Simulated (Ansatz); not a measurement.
One change: `COBC=O` becomes `BC=O`.

Ansatz, PBE0-D4/def2-TZVP geometries, multiplicity 1. Each molecule was computed in one conformer, which needn't be the lowest.

```tsv
property	`COBC=O`
HOMO energy (PBE/def2-TZVPP) / eV	-5.35
HOMO–LUMO gap (B3LYP/def2-TZVPP) / eV	4.37
LUMO energy (PBE0/def2-TZVPP) / eV	-2.12
HOMO energy (B3LYP/def2-TZVPP) / eV	-6.73
HOMO–LUMO gap (ωB97M-V/def2-TZVPP) / eV	9.43
LUMO energy (PBE/def2-TZVPP) / eV	-3.19
```

Problem. What does the change do to each property? (Estimate.)

Solution. Ansatz gave: 
```tsv
property	`BC=O`	shift
HOMO energy (PBE/def2-TZVPP) / eV	-6.42	-1.07
HOMO–LUMO gap (B3LYP/def2-TZVPP) / eV	5.82	1.45
LUMO energy (PBE0/def2-TZVPP) / eV	-1.48	0.64
HOMO energy (B3LYP/def2-TZVPP) / eV	-7.59	-0.86
HOMO–LUMO gap (ωB97M-V/def2-TZVPP) / eV	10.79	1.36
LUMO energy (PBE/def2-TZVPP) / eV	-2.72	0.47
```

With PBE0 the HOMO falls by 0.85 eV and the LUMO rises by 0.64 eV, so the gap widens by about 1.49 eV. PBE moves the HOMO by -1.07 eV and ωB97M-V by -0.80 eV. The zero-point energy changes by -94.6 kJ/mol with -12 modes.

B3LYP here is the variant with VWN-RPA as its local correlation; programs differ in this.
